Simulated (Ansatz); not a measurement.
Reaction (cleavage of the Al–Sn bond): `[SiH3][AlH][SnH3]` + PH₃ → `[SiH3][AlH][PH2]` + `[SnH4]`

Isolated molecules relaxed with PBE0-D4/def2-TZVP in Ansatz; ΔE leaves out vibrations. CBS: MP2 limit from def2 TZ/QZ plus the TZ coupled-cluster correction, frozen cores. This one scheme is used for every species. Functionals use def2-TZVPP. def2 core potentials past Kr. For Sn outer-core shells are correlated without core-valence functions, which leaves a few kJ/mol of doubt a bond. Each species was taken in one conformer, which may not be the lowest.

Q: Is it downhill or uphill in electronic energy at CCSD(T)/CBS, and by how much? (Best estimate.)

A: The calculation gave: Nearly level: ΔE = -1.9 kJ/mol.

Q: What do these levels give: r2SCAN-D4, PBE0-D4, CAM-B3LYP-D4, ωB97X-V, ωB97M-V, PBE-QIDH, revPBE, BLYP, PBE0, r2SCAN0, BHLYP, MP2/def2-QZVPP? (Best estimate.)

A: Computed: r2SCAN-D4 -9.1, PBE0-D4 -6.3, CAM-B3LYP-D4 -6.5, ωB97X-V -7.8, ωB97M-V -7.4, PBE-QIDH -7.0, revPBE -5.2, BLYP -2.8, PBE0 -6.0, r2SCAN0 -7.7, BHLYP -4.4, MP2/def2-QZVPP -4.1 kJ/mol.

Largest T1 diagnostic among the species: 0.014.

Leaving LDA and LC-ωPBE aside and taking each functional with its dispersion term where it has one, the values, not all of them listed here, spread over 15.7 kJ/mol, from B97M-V to BHLYP-D4.
